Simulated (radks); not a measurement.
The numbers below are computed, except where a source is named.
Exchange energies: the exact (Fock) value of the Kohn-Sham orbitals and density-functional approximations, in hartree. Species: In2+ [Kr] 4d10 5s1; Hg [Hg]; Si2+ [Ne] 3s2. Level of theory: non-relativistic Kohn-Sham, PBE, spin-polarised, spherical densities, point nucleus (a radial shooting solver on a logarithmic mesh with Libxc functionals). Every spin shell is full or empty, so the densities are truly spherical. Functionals are evaluated on that one density, not self-consistently.

functional      In2+        Hg      Si2+
exact       -153.367  -345.057  -19.7436
LDA          -145.85   -332.04   -18.099
B88          -153.40   -345.37   -19.759
PBE          -152.70   -343.97   -19.653
PBEsol       -149.86   -338.95   -19.039
revPBE       -152.92   -344.26   -19.745
RPBE         -153.01   -344.38   -19.778
PW91         -153.35   -345.31   -19.734
OPTX         -155.24   -351.68   -19.750
WC           -152.02   -343.01   -19.424
AM05         -146.38   -332.71   -18.320
SOGGA        -149.84   -338.93   -19.029
APBE         -153.84   -346.00   -19.889
TPSS         -152.94   -343.67   -19.808
r2SCAN       -153.22   -344.51   -19.751
MVS          -153.48   -345.37   -19.696
